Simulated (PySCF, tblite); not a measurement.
Species: C5H9BO2.
SMILES: `C#C[C@@H](CC)B(O)O`

Jobs on this species (17 atoms, 60 electrons) with PySCF (density fitting) and tblite. Hardware of each: one thread of an Arm Neoverse V2, shared host. The host was shared with other jobs, so the times are rough.

Problem. Rank these jobs by wall time, shortest first.
A. GFN2-xTB; L-BFGS relaxation
B. B3LYP/pcJ-1; spin–spin couplings from 15 perturbed nuclei, spin–dipole term for 1 of them; 306 basis functions
C. PBE0/pcSseg-1, IEF-PCM benzene; shieldings, charges and field gradients; 181 basis functions
D. B3LYP/def2-SVPD, IEF-PCM benzene; 6 singlets by full TDDFT, polarisability; 238 basis functions
E. B3LYP/def2-SVPD; 10 singlets by full TDDFT, 4 Tamm–Dancoff triplets, polarisability, dynamic polarisability, ΔSCF ions; 238 basis functions

Solution. A (0.96 s), C (24 s), D (44 s), B (90 s), E (3.2 min).

All jobs:

| level and settings | work | basis functions | SCF cycles | wall time |
| --- | --- | --- | --- | --- |
| GFN2-xTB | L-BFGS relaxation | – | – | 0.96 s |
| B3LYP/pcSseg-1 | shieldings | 181 | 14 | 21 s |
| PBE0/pcSseg-1 | shieldings, charges and field gradients | 181 | 14 | 22 s |
| PBE0/pcSseg-1, IEF-PCM chloroform | shieldings | 181 | 14 | 23 s |
| PBE0/pcSseg-1, IEF-PCM benzene | shieldings, charges and field gradients | 181 | 14 | 24 s |
| B3LYP/def2-SVPD, IEF-PCM benzene | 6 singlets by full TDDFT, polarisability | 238 | 14 | 44 s |
| PBE0-D3(BJ)/def2-SVP, grid level 1 | geometry optimisation from a GFN2-xTB start shaken at random | 157 | 43 | 60 s |
| B3LYP/pcJ-1 | spin–spin couplings from 15 perturbed nuclei, spin–dipole term for 1 of them | 306 | 14 | 90 s |
| B3LYP/def2-SVPD | 10 singlets by full TDDFT, 4 Tamm–Dancoff triplets, polarisability, dynamic polarisability, ΔSCF ions | 238 | 15 | 3.2 min |

Problem. What do all jobs in the table cost together?

Solution. About 7.9 min; the longest takes about 40 % of that, and about 200 times as long as the shortest.
